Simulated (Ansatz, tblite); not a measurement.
Two members of one family ((CdTe)n off), computed with Ansatz in the gas phase; def2 core potentials for Cd, Te, no spin–orbit coupling. The two geometries come from different levels. Singlets are spin-restricted. A dash marks a value that wasn't run or was left out as unsound. The structures are stationary points that may keep the symmetry of their start. Remarks come from the PBE and PBE0 runs and from stability tests at other levels; not every state was tested. HOMO above LUMO (over both spins in singlets and doublets, within one spin in higher multiplets; at PBE or PBE0), or a gap under 0.15 eV within one spin, warns that the state may not be the lowest or that an electron is smeared out.

First: Cd2Te (singlet, charge 0, PBE0-D4/def2-TZVP geometry).

Cartesian coordinates in Å:
```
Cd -2.127 0.414 1.642
Cd 2.128 -0.415 -1.641
Te -0.001 0.001 -0.001
```

| level | HOMO (eV) | LUMO (eV) | gap (eV) | vertical IE (eV) |
| --- | --- | --- | --- | --- |
| PBE-D4/def2-SVP | -4.77 | -4.05 | 0.72 | – |
| PBE-D4/def2-TZVP | -4.84 | -4.05 | 0.79 | 7.38 |
| r2SCAN-D4/def2-TZVP | -5.04 | -4.07 | 0.97 | 7.36 |
| PBE0-D4/def2-SVP | -5.65 | -3.53 | 2.12 | – |
| PBE0-D4/def2-TZVP | -5.72 | -3.52 | 2.20 | 7.32 |

The relaxed triplet lies at -0.66 eV (LC-ωPBE/def2-TZVP) to 0.19 eV (B97M-V/def2-TZVP) from the singlet, so the order hangs on the level. The relaxed quintet lies at 2.09 eV (LC-ωPBE/def2-TZVP) to 3.23 eV (B97M-V/def2-TZVP) from the singlet. Remarks: triplet lower at PBE0, triplet lowest at PBE0.

Second: Cd3Te4 (singlet, charge 0, PBE-D4/def2-SVP geometry).

```xyz
7

Cd   -2.879    0.103   -1.246
Cd    1.028    1.589    1.079
Cd    0.183    0.097   -1.749
Te    0.582    2.739   -1.293
Te   -0.669   -1.629    1.335
Te    0.484   -2.517   -1.025
Te    1.271   -0.382    2.900
```

Problem. What does the change do? Estimate second minus first.

Solution. 
```tsv
level	Δ HOMO (eV)	Δ LUMO (eV)	Δ gap (eV)	Δ vertical IE (eV)
PBE-D4/def2-SVP	-0.42	0.59	1.01	–
PBE-D4/def2-TZVP	-0.39	0.61	1.00	-0.31
r2SCAN-D4/def2-TZVP	-0.40	0.68	1.08	-0.15
PBE0-D4/def2-SVP	-0.37	0.71	1.08	–
PBE0-D4/def2-TZVP	-0.30	0.76	1.06	0.02
```

The relaxed triplet lies at 0.77 eV (BLYP-D4/def2-TZVP) to 0.98 eV (PBE0-D4/def2-TZVP) from the singlet. The relaxed quintet lies at 1.80 eV (r2SCAN-D4/def2-TZVP) to 2.22 eV (BLYP-D4/def2-TZVP) from the singlet. Remarks: gap within one spin near zero at PBE or PBE0 (+1 doublet).
